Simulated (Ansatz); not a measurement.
Ansatz (a first-principles code) input file for Si(H)2(SeH)2 (H₄Se₂Si), SMILES [SeH][SiH2][SeH], PBE0-D3(BJ)/def2-SVP. 

Ansatz 0.2 input:
```yaml
crystal:
  periodic: [false, false, false]
  atoms:
    - {symbol: Si, position_ang: [-0.99116053, -0.21731657, 0.26200140]}
    - {symbol: Se, position_ang: [0.28666519, 1.37510815, 1.29279077]}
    - {symbol: Se, position_ang: [0.15350647, -1.28002183, -1.40858739]}
    - {symbol: H, position_ang: [-1.34374501, -1.14717903, 1.32543614]}
    - {symbol: H, position_ang: [-2.13701105, 0.38661723, -0.40308770]}
    - {symbol: H, position_ang: [0.95624019, 1.83283375, 0.10775516]}
    - {symbol: H, position_ang: [1.43492661, -1.26277452, -0.76103819]}
basis:
  gaussian:
    orbitals: def2-SVP
hamiltonian:
  xc: pbe0
  dispersion: d3bj
relax: {f_tol: 0.002, max_steps: 200}
```

Log of the run:

```
WARN ansatz: RAYON_NUM_THREADS=1 ignored (pool sized by the plan → 1); use --threads N
Functional definition: PBE0
integrals: 0.05 GiB planned
1054 factors; integrals over basis functions are off by at most 2.5e-4 eV
mean field: 0.55 GiB planned
mean field evaluation 1: about -138605.7653 eV, gradient 9.8e0 eV
mean field evaluation 2: about -138605.9683 eV, gradient 4.1e0 eV
mean field evaluation 4: about -138606.0232 eV, gradient 1.8e-1 eV
mean field evaluation 8: about -138606.0242 eV, gradient 1.9e-2 eV
mean field -138606.02424734 eV, -5093.6774405523 hartree, gradient 2.7e-5 eV, S^2 0.000000; 0 other end points of the search recorded, 0 dependent functions left out
the calculation of the forces begins
reference -138606.02426953 eV, -5093.6774413675 hartree; 43, 43 occupied and 59, 59 virtual orbitals, 1054 factors
relax step   1: F+E_penalty+E_count = -138606.20804129 eV  Δ(F+E_penalty+E_count) = +0.000e0 eV  max|allowed force component| = 1.124e0 eV/Å  Δτ_max = 0.0000 Å  (23 SCF iters, accepted)
these checks for a lower state are left out or cut short: starts, cluster_reference, orbital_swaps, neighbouring_geometries, increment
integrals: 0.05 GiB planned
1054 factors; integrals over basis functions are off by at most 2.8e-4 eV
mean field: 0.55 GiB planned
mean field evaluation 16: about -138606.0764 eV, gradient 1.1e-1 eV
mean field -138606.07859200 eV, -5093.6794376817 hartree, gradient 6.2e-6 eV, S^2 0.000000; 0 other end points of the search recorded, 0 dependent functions left out
the calculation of the forces begins
reference -138606.07861419 eV, -5093.6794384971 hartree; 43, 43 occupied and 59, 59 virtual orbitals, 1054 factors
relax step   2: F+E_penalty+E_count = -138606.26223355 eV  Δ(F+E_penalty+E_count) = -5.419e-2 eV  max|allowed force component| = 3.407e-1 eV/Å  Δτ_max = 0.0863 Å  (27 SCF iters, accepted)
these checks for a lower state are left out or cut short: starts, cluster_reference, orbital_swaps, neighbouring_geometries, increment
integrals: 0.05 GiB planned
1054 factors; integrals over basis functions are off by at most 2.7e-4 eV
mean field: 0.55 GiB planned
mean field -138606.11836239 eV, -5093.6808992163 hartree, gradient 3.1e-5 eV, S^2 0.000000; 0 other end points of the search recorded, 0 dependent functions left out
the calculation of the forces begins
reference -138606.11838462 eV, -5093.6809000335 hartree; 43, 43 occupied and 59, 59 virtual orbitals, 1054 factors
relax step   3: F+E_penalty+E_count = -138606.30161778 eV  Δ(F+E_penalty+E_count) = -3.938e-2 eV  max|allowed force component| = 1.084e-1 eV/Å  Δτ_max = 0.0691 Å  (24 SCF iters, accepted)
these checks for a lower state are left out or cut short: starts, cluster_reference, orbital_swaps, neighbouring_geometries, increment
integrals: 0.05 GiB planned
1054 factors; integrals over basis functions are off by at most 2.7e-4 eV
mean field: 0.55 GiB planned
mean field evaluation 32: about -138606.1318 eV, gradient 2.2e-5 eV
mean field -138606.13182991 eV, -5093.6813941385 hartree, gradient 2.2e-5 eV, S^2 0.000000; 0 other end points of the search recorded, 0 dependent functions left out
the calculation of the forces begins
reference -138606.13185214 eV, -5093.6813949556 hartree; 43, 43 occupied and 59, 59 virtual orbitals, 1054 factors
relax step   4: F+E_penalty+E_count = -138606.31508360 eV  Δ(F+E_penalty+E_count) = -1.347e-2 eV  max|allowed force component| = 8.450e-2 eV/Å  Δτ_max = 0.1011 Å  (25 SCF iters, accepted)
these checks for a lower state are left out or cut short: starts, cluster_reference, orbital_swaps, neighbouring_geometries, increment
integrals: 0.05 GiB planned
1054 factors; integrals over basis functions are off by at most 2.6e-4 eV
mean field: 0.55 GiB planned
mean field -138606.12038890 eV, -5093.6809736892 hartree, gradient 8.9e-5 eV, S^2 0.000000; 0 other end points of the search recorded, 0 dependent functions left out
the calculation of the forces begins
reference -138606.12041110 eV, -5093.6809745052 hartree; 43, 43 occupied and 59, 59 virtual orbitals, 1054 factors
relax step   5: F+E_penalty+E_count = -138606.30423741 eV  Δ(F+E_penalty+E_count) = +1.085e-2 eV  max|allowed force component| = 3.740e-1 eV/Å  Δτ_max = 0.1115 Å  (23 SCF iters, rejected (line search))
these checks for a lower state are left out or cut short: starts, cluster_reference, orbital_swaps, neighbouring_geometries, increment
integrals: 0.05 GiB planned
1054 factors; integrals over basis functions are off by at most 2.6e-4 eV
mean field: 0.55 GiB planned
mean field -138606.13748226 eV, -5093.6816018589 hartree, gradient 3.6e-5 eV, S^2 0.000000; 0 other end points of the search recorded, 0 dependent functions left out
the calculation of the forces begins
reference -138606.13750447 eV, -5093.6816026750 hartree; 43, 43 occupied and 59, 59 virtual orbitals, 1054 factors
relax step   6: F+E_penalty+E_count = -138606.32089643 eV  Δ(F+E_penalty+E_count) = -5.813e-3 eV  max|allowed force component| = 3.509e-2 eV/Å  Δτ_max = 0.0544 Å  (23 SCF iters, accepted)
these checks for a lower state are left out or cut short: starts, cluster_reference, orbital_swaps, neighbouring_geometries, increment
integrals: 0.05 GiB planned
1054 factors; integrals over basis functions are off by at most 2.6e-4 eV
mean field: 0.55 GiB planned
mean field -138606.14249190 eV, -5093.6817859594 hartree, gradient 7.2e-5 eV, S^2 0.000000; 0 other end points of the search recorded, 0 dependent functions left out
the calculation of the forces begins
reference -138606.14251408 eV, -5093.6817867745 hartree; 43, 43 occupied and 59, 59 virtual orbitals, 1054 factors
relax step   7: F+E_penalty+E_count = -138606.32553852 eV  Δ(F+E_penalty+E_count) = -4.642e-3 eV  max|allowed force component| = 1.057e-1 eV/Å  Δτ_max = 0.0991 Å  (23 SCF iters, accepted)
these checks for a lower state are left out or cut short: starts, cluster_reference, orbital_swaps, neighbouring_geometries, increment
integrals: 0.05 GiB planned
1054 factors; integrals over basis functions are off by at most 2.6e-4 eV
mean field: 0.55 GiB planned
mean field -138606.14525162 eV, -5093.6818873775 hartree, gradient 4.2e-5 eV, S^2 0.000000; 0 other end points of the search recorded, 0 dependent functions left out
the calculation of the forces begins
reference -138606.14527386 eV, -5093.6818881946 hartree; 43, 43 occupied and 59, 59 virtual orbitals, 1054 factors
relax step   8: F+E_penalty+E_count = -138606.32751520 eV  Δ(F+E_penalty+E_count) = -1.977e-3 eV  max|allowed force component| = 7.186e-2 eV/Å  Δτ_max = 0.0888 Å  (24 SCF iters, accepted)
these checks for a lower state are left out or cut short: starts, cluster_reference, orbital_swaps, neighbouring_geometries, increment
integrals: 0.05 GiB planned
1054 factors; integrals over basis functions are off by at most 2.7e-4 eV
mean field: 0.55 GiB planned
mean field -138606.14594051 eV, -5093.6819126936 hartree, gradient 3.0e-5 eV, S^2 0.000000; 0 other end points of the search recorded, 0 dependent functions left out
the calculation of the forces begins
reference -138606.14596282 eV, -5093.6819135135 hartree; 43, 43 occupied and 59, 59 virtual orbitals, 1054 factors
relax step   9: F+E_penalty+E_count = -138606.32740053 eV  Δ(F+E_penalty+E_count) = +1.147e-4 eV  max|allowed force component| = 5.354e-2 eV/Å  Δτ_max = 0.0409 Å  (24 SCF iters, rejected (line search))
these checks for a lower state are left out or cut short: starts, cluster_reference, orbital_swaps, neighbouring_geometries, increment
integrals: 0.05 GiB planned
1054 factors; integrals over basis functions are off by at most 2.6e-4 eV
mean field: 0.55 GiB planned
mean field -138606.14687322 eV, -5093.6819469701 hartree, gradient 2.9e-5 eV, S^2 0.000000; 0 other end points of the search recorded, 0 dependent functions left out
the calculation of the forces begins
reference -138606.14689550 eV, -5093.6819477887 hartree; 43, 43 occupied and 59, 59 virtual orbitals, 1054 factors
relax step  10: F+E_penalty+E_count = -138606.32874546 eV  Δ(F+E_penalty+E_count) = -1.230e-3 eV  max|allowed force component| = 1.398e-2 eV/Å  Δτ_max = 0.0199 Å  (24 SCF iters, accepted)
these checks for a lower state are left out or cut short: starts, cluster_reference, orbital_swaps, neighbouring_geometries, increment
integrals: 0.05 GiB planned
1054 factors; integrals over basis functions are off by at most 2.6e-4 eV
mean field: 0.55 GiB planned
mean field evaluation 64: about -138606.1441 eV, gradient 6.6e-1 eV
mean field -138606.14729394 eV, -5093.6819624314 hartree, gradient 2.8e-5 eV, S^2 0.000000; 0 other end points of the search recorded, 0 dependent functions left out
the calculation of the forces begins
reference -138606.14731623 eV, -5093.6819632503 hartree; 43, 43 occupied and 59, 59 virtual orbitals, 1054 factors
relax step  11: F+E_penalty+E_count = -138606.32899493 eV  Δ(F+E_penalty+E_count) = -2.495e-4 eV  max|allowed force component| = 2.858e-3 eV/Å  Δτ_max = 0.0213 Å  (24 SCF iters, accepted)
these checks for a lower state are left out or cut short: starts, cluster_reference, orbital_swaps, neighbouring_geometries, increment
integrals: 0.05 GiB planned
1054 factors; integrals over basis functions are off by at most 2.6e-4 eV
mean field: 0.55 GiB planned
mean field -138606.14741543 eV, -5093.6819668960 hartree, gradient 1.1e-5 eV, S^2 0.000000; 0 other end points of the search recorded, 0 dependent functions left out
the calculation of the forces begins
reference -138606.14743772 eV, -5093.6819677152 hartree; 43, 43 occupied and 59, 59 virtual orbitals, 1054 factors
relax step  12: F+E_penalty+E_count = -138606.32903323 eV  Δ(F+E_penalty+E_count) = -3.830e-5 eV  max|allowed force component| = 2.756e-3 eV/Å  Δτ_max = 0.0136 Å  (23 SCF iters, accepted)
these checks for a lower state are left out or cut short: starts, cluster_reference, orbital_swaps, neighbouring_geometries, increment
integrals: 0.05 GiB planned
1054 factors; integrals over basis functions are off by at most 2.6e-4 eV
mean field: 0.55 GiB planned
mean field -138606.14748563 eV, -5093.6819694756 hartree, gradient 6.6e-5 eV, S^2 0.000000; 0 other end points of the search recorded, 0 dependent functions left out
the calculation of the forces begins
reference -138606.14750792 eV, -5093.6819702951 hartree; 43, 43 occupied and 59, 59 virtual orbitals, 1054 factors
relax step  13: F+E_penalty+E_count = -138606.32904029 eV  Δ(F+E_penalty+E_count) = -7.064e-6 eV  max|allowed force component| = 1.009e-3 eV/Å  Δτ_max = 0.0042 Å  (19 SCF iters, accepted)
integrals: 0.05 GiB planned
1054 factors; integrals over basis functions are off by at most 2.6e-4 eV
mean field: 0.55 GiB planned
mean field -138606.14748563 eV, -5093.6819694756 hartree, gradient 6.6e-5 eV, S^2 0.000000; 1 other end points of the search recorded, 0 dependent functions left out
the calculation of the forces begins
reference -138606.14750792 eV, -5093.6819702951 hartree; 43, 43 occupied and 59, 59 virtual orbitals, 1054 factors
Total energy: -138606.32906259 eV, -5093.6886423060 hartree
Atom 0 at    -0.873412    -0.188669     0.230146 Å, force     0.001009     0.000263    -0.000756 eV/Å
Atom 1 at     0.390437     1.350566     1.341673 Å, force    -0.000207    -0.000117     0.000776 eV/Å
Atom 2 at     0.203589    -1.200529    -1.507156 Å, force    -0.000492     0.000070    -0.000371 eV/Å
Atom 3 at    -1.272555    -1.149305     1.297924 Å, force     0.000313     0.000489     0.000489 eV/Å
Atom 4 at    -2.080043     0.410078    -0.408461 Å, force     0.000047    -0.000051    -0.000278 eV/Å
Atom 5 at     0.674948     2.114822     0.116824 Å, force    -0.000531    -0.000817    -0.000128 eV/Å
Atom 6 at     1.316458    -1.649697    -0.655679 Å, force    -0.000139     0.000163     0.000269 eV/Å
Dipole moment:     0.016539     0.003777    -0.004398 e Å
```

Self-consistency was reached.

Cost: roughly 80 core-seconds.
